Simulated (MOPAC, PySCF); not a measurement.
H₈N₄Si, SMILES `N[Si](N)(N)N`, neutral singlet in the gas phase. 

Cartesian coordinates (Å):
SMILES: N[Si](N)(N)N
```xyz
13

N     -1.1093     0.0920    -1.3106
Si     0.0000     0.0000     0.0000
N     -0.7592    -0.3502     1.5026
N      1.1242    -1.2917    -0.1578
N      0.7444     1.5496    -0.0341
H     -1.6961     0.9032    -1.4255
H     -1.5574    -0.7399    -1.6594
H     -0.2061    -0.6050     2.3055
H     -1.6022     0.1305     1.7728
H      0.8386    -2.2406     0.0254
H      1.8517    -1.2530    -0.8534
H      1.3078     1.8624     0.7401
H      1.0635     1.9426    -0.9055
```
Charge 0, multiplicity 1.

All levels are single points at this geometry (B3LYP-D3(BJ)/def2-TZVP); Pople sets use spherical d functions. Orbital energies aren't observables, and empty levels follow the basis.

PBE-D3(BJ)/def2-TZVP in PySCF gives HOMO (eV) = -5.19.

Problem. Estimate the HOMO (eV) from each of these levels: B3LYP-D3(BJ)/def2-TZVP in PySCF; B3LYP/LANL2DZ in PySCF; M06-2X/6-31G* in PySCF; HF/3-21G in PySCF; PM6 in MOPAC.

Solution. 
```json
[
 {"level": "B3LYP-D3(BJ)/def2-TZVP in PySCF", "HOMO (eV)": "-6.42"},
 {"level": "B3LYP/LANL2DZ in PySCF", "HOMO (eV)": "-6.17"},
 {"level": "M06-2X/6-31G* in PySCF", "HOMO (eV)": "-7.69"},
 {"level": "HF/3-21G in PySCF", "HOMO (eV)": "-9.89"},
 {"level": "PM6 in MOPAC", "HOMO (eV)": "-8.94"}
]
```
